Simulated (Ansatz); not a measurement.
Mulliken charges of FH6NSi2, SMILES `N[SiH2][SiH2]F` from r2SCAN/def2-TZVPP in Ansatz (PBE0-D4/def2-TZVP geometry).

| atom | x (Å) | y (Å) | z (Å) | charge (e) |
| --- | --- | --- | --- | --- |
| N1 | -1.189 | 0.128 | -1.310 | -0.452 |
| Si2 | -0.575 | -0.698 | 0.071 | 0.343 |
| Si3 | 1.383 | 0.402 | 0.748 | 0.502 |
| F4 | 1.057 | 1.971 | 0.928 | -0.340 |
| H5 | -1.274 | 1.132 | -1.285 | 0.159 |
| H6 | -1.935 | -0.279 | -1.851 | 0.153 |
| H7 | -1.503 | -0.800 | 1.240 | -0.106 |
| H8 | -0.240 | -2.094 | -0.327 | -0.082 |
| H9 | 1.890 | -0.106 | 2.051 | -0.089 |
| H10 | 2.469 | 0.294 | -0.262 | -0.088 |

Problem. By hand: the dipole of these point charges (1 e Å = 4.8032 D).

Solution. Σ q r = (-0.030, -0.388, -0.075) e Å, of length 0.396 e Å = 1.90 D.

Problem. How does the dipole of the full density compare? (An estimate is asked.)

Solution. Ansatz gave: (-0.239, -0.126, -0.176) e Å, 1.55 D; the point charges give 1.23 times that, at 57° from its direction.

Point charges leave out the atoms' own dipoles, such as those of lone pairs, and Mulliken's split depends on the basis, so the two needn't agree.
